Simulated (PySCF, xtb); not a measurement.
Si(Cl)(F)2(SiH3) (ClF2H3Si2), SMILES F[Si](F)([SiH3])Cl.

GFN2-xTB in xtb 6.7.1 at its own geometry gives an orbital gap of 4.88 eV and a dipole moment of 2.57 D.

Geometry optimised at PBE-D3(BJ)/def2-SVP.

**Question.** What does PySCF with ωB97X/def2-TZVP give? (Estimate from the structure and the level; the computed values follow.)

**Answer.** gap 12.95 eV (levels -11.44 and 1.51 eV), dipole 2.16 D.
